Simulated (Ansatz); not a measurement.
Reaction (redistribution): `[OH][Zr]([Cl])([Cl])[Cl]` + `ClB(Cl)I` → `[Cl][Zr]([Cl])([Cl])[I]` + `OB(Cl)Cl`

Isolated molecules relaxed with PBE0-D4/def2-TZVP in Ansatz; ΔE leaves out vibrations. CCSD(T)/CBS is the MP2 limit (def2-TZVPP, def2-QZVPP) plus CCSD(T) − MP2 in def2-TZVPP, frozen cores. This one scheme is used for every species. Functionals use def2-TZVPP. Elements past krypton have def2 core potentials. For I, Zr outer-core shells are correlated without core-valence functions, which leaves a few kJ/mol of doubt a bond. Each species was taken in one conformer, which may not be the lowest.

**Question.** Is it downhill or uphill in electronic energy at CCSD(T)/CBS, and by how much? (Best estimate.)

**Answer.** Ansatz gave: Downhill: ΔE = -21.3 kcal/mol.

**Question.** What do these levels give: ωB97M-V, CCSD/def2-SVP, HF/def2-TZVPP, CCSD/def2-TZVPP, MP2/def2-QZVPP, MP2/CBS(def2)? (Best estimate.)

**Answer.** The calculation gave: ωB97M-V -20.7, CCSD/def2-SVP -21.5, HF/def2-TZVPP -24.6, CCSD/def2-TZVPP -21.9, MP2/def2-QZVPP -22.2, MP2/CBS(def2) -21.8 kcal/mol.

Largest T1 diagnostic among the species: 0.016.

In def2-TZVPP, CCSD(T) changes the Hartree–Fock value by +2.4 kcal/mol (the triples alone add −0.3 kcal/mol) and MP2 by +2.0 kcal/mol. From PBE to PBE0 (25 % exact exchange), in def2-TZVPP and without D4, ΔE moves by −1.6 kcal/mol.
